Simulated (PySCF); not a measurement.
C4H5, charge +1, multiplicity 1. Atoms are numbered in the order given.

```xyz
9

C     -0.1766     1.8473     0.0000
C      0.1643     0.6106     0.0000
C      0.5458    -0.7110     0.0000
C     -0.4212    -1.6878     0.0000
H     -0.3267     2.3953     0.9448
H     -0.3267     2.3953    -0.9448
H      1.6136    -0.9623     0.0000
H     -1.4870    -1.4339     0.0000
H     -0.1466    -2.7491     0.0000
```
Charge +1, spin multiplicity 1.

The structure is a stationary point at B3LYP-D3(BJ)/def2-SVP. The multiplicity is an assumed one; other spin states were not compared. The isomer is the one that the SMILES or the coordinates give; other isomers of the formula were not compared. The values are those of a single conformer.

All values below come from PySCF with PBE0/pcSseg-1.

GIAO shieldings, no solvent; atoms listed in one row are averaged. δ = σ(ref) − σ: ¹³C against TMS (σ = 186.3 ppm); ¹H against TMS (σ = 31.56 ppm), references at their B3LYP-D3(BJ)/def2-TZVP geometries, non-relativistic.

Computed chemical shifts:
| nucleus | atoms | count | δ (ppm) |
|---|---|---|---|
| ¹³C | C2 | 1 | 284.3 |
| ¹³C | C4 | 1 | 233.1 |
| ¹³C | C3 | 1 | 128.3 |
| ¹³C | C1 | 1 | 83.5 |
| ¹H | H9 | 1 | 10.22 |
| ¹H | H8 | 1 | 9.96 |
| ¹H | H7 | 1 | 8.63 |
| ¹H | H5, H6 | 2 | 7.96 |
